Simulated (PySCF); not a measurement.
O3Se, SMILES O=[Se+2]([O-])[O-]. The structure is a stationary point at B3LYP-D3(BJ)/def2-SVP.

TDA-PBE/def2-SVPD (PySCF) puts the lowest singlet excitations at 3.64, 3.87, 4.58, 4.58, 4.89, 4.89 eV.

**Question.** What are the lowest excitation roots from ADC(2)/aug-cc-pVDZ run with PySCF 2.14.0? (The exact figures need the calculation; the answer reports its results.)

**Answer.** 3.95, 4.03, 4.90, 4.90, 5.23, 5.23 eV. S1 differs by 0.31 eV (second minus first; roots are paired by order, and the bases may differ).
